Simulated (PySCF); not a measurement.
A PySCF script (with the pyscf-properties extension) for the NMR shieldings of 4a,8a-Azaboranaphthalene, C$_{8}$H$_{8}$BN, on a PBE0-D3(BJ)/def2-SVP geometry:

```python
import basis_set_exchange as bse
import numpy as np
from pyscf import gto, dft
from pyscf.prop import nmr

atoms = """
C     2.604007    0.464907   -0.341693
C     1.501132    1.274011   -0.375597
B     0.113796    0.646409   -0.400284
C    -1.242613    1.337750   -0.438345
C    -2.382128    0.580511   -0.456191
C    -2.315210   -0.845218   -0.439440
C    -1.121142   -1.498559   -0.405249
N     0.079021   -0.827831   -0.385253
C     1.246790   -1.553040   -0.350818
C     2.470281   -0.956104   -0.329378
H     3.617165    0.881180   -0.323121
H     1.647001    2.358828   -0.383969
H    -1.337391    2.428163   -0.452012
H    -3.374701    1.043264   -0.483498
H    -3.230294   -1.440085   -0.453694
H    -1.061693   -2.590051   -0.392074
H     1.136462   -2.640596   -0.341645
H     3.356477   -1.592794   -0.302368
"""
names = dict.fromkeys(["C", "B", "N", "H"], "pcSseg-1")
basis = {el: gto.basis.parse(bse.get_basis(n, elements=[el], fmt="nwchem")) for el, n in names.items()}
mol = gto.M(atom=atoms, basis=basis, charge=0, verbose=0)
mf = dft.RKS(mol, xc="PBE0")
mf.grids.level = 2
mf.grids.alignment = dft.numint.BLKSIZE   # the property module wants whole blocks of grid points
mf.conv_tol = 1e-9
mf.kernel()

calc = nmr.RKS(mf)   # GIAO
C = mf.mo_coeff
Co = C[:, mf.mo_occ > 0]
resp = mf.gen_response(singlet=True, hermi=2)
def vind(x):   # induced exchange potential for any number of trial vectors
    d = np.einsum("pi,xij,qj->xpq", C, 2 * x.reshape(-1, C.shape[1], Co.shape[1]), Co, optimize=True)
    return np.einsum("xpq,pi,qj->xij", resp(d - d.transpose(0, 2, 1)), C, Co, optimize=True).ravel()
mo1, _ = nmr.rhf.solve_mo1(calc, with_cphf=vind)
sigma = calc.kernel(mo1)
for i, s in enumerate(sigma):   # ppm
    w = np.linalg.eigvalsh((s + s.T) / 2)
    print("%2d %-2s iso %8.1f  s11 %8.1f  s22 %8.1f  s33 %8.1f" % (i, mol.atom_pure_symbol(i), w.mean(), *w))
```

**Question.** What does it print?

**Answer.** 
```
 0 C  iso     40.4  s11    -78.7  s22     28.2  s33    171.6
 1 C  iso     43.3  s11    -83.0  s22     31.0  s33    181.8
 2 B  iso     76.2  s11     28.3  s22     66.2  s33    134.0
 3 C  iso     43.3  s11    -83.1  s22     31.0  s33    181.9
 4 C  iso     40.4  s11    -78.7  s22     28.2  s33    171.6
 5 C  iso     64.0  s11    -41.0  s22     66.5  s33    166.6
 6 C  iso     45.8  s11    -42.2  s22     53.7  s33    125.8
 7 N  iso     41.0  s11    -97.8  s22    -31.3  s33    252.2
 8 C  iso     45.8  s11    -42.2  s22     53.7  s33    125.8
 9 C  iso     64.1  s11    -40.9  s22     66.6  s33    166.5
10 H  iso     23.4  s11     19.7  s22     23.7  s33     26.8
11 H  iso     23.5  s11     21.0  s22     21.6  s33     27.8
12 H  iso     23.5  s11     21.0  s22     21.6  s33     27.8
13 H  iso     23.4  s11     19.7  s22     23.7  s33     26.8
14 H  iso     24.3  s11     20.5  s22     25.3  s33     27.2
15 H  iso     23.4  s11     18.3  s22     24.3  s33     27.6
16 H  iso     23.4  s11     18.3  s22     24.3  s33     27.6
17 H  iso     24.3  s11     20.5  s22     25.3  s33     27.2
```

These numbers come from an equivalent density-fitted implementation of the same equations, which agrees with the script to about 0.01 ppm for H and up to a few tenths of a ppm for heavy atoms, so last digits may differ.

**Question.** Turn these shieldings into chemical shifts. δ = σ(ref) − σ, references computed at the same level: ¹³C (σ = 184.41 ppm) and ¹H (σ = 31.27 ppm) against TMS; ¹¹B (σ = 100.73 ppm) vs BF3·OEt2; ¹⁵N (σ = 265.67 ppm) vs NH3.

**Answer.** Averaging equivalent atoms: C 0/4: 144.0; C 1/3: 141.1; C 6/8: 138.6; C 5/9: 120.4; B 2: 24.6; N 7: 224.7; H 10/13: 7.87; H 15/16: 7.86; H 11/12: 7.79; H 14/17: 6.92 ppm. Experimental scales use liquid or dissolved standards, which lie at an offset from isolated NH3 (liquid NH3: subtract about 20 ppm). Unscaled 15N shifts of sp2 nitrogen come out 20 to 40 ppm too high even then.

Size and cost of the density-fitted run: 210 basis functions, 35 s wall time on 1 thread of an x86-64 server CPU, shared host.
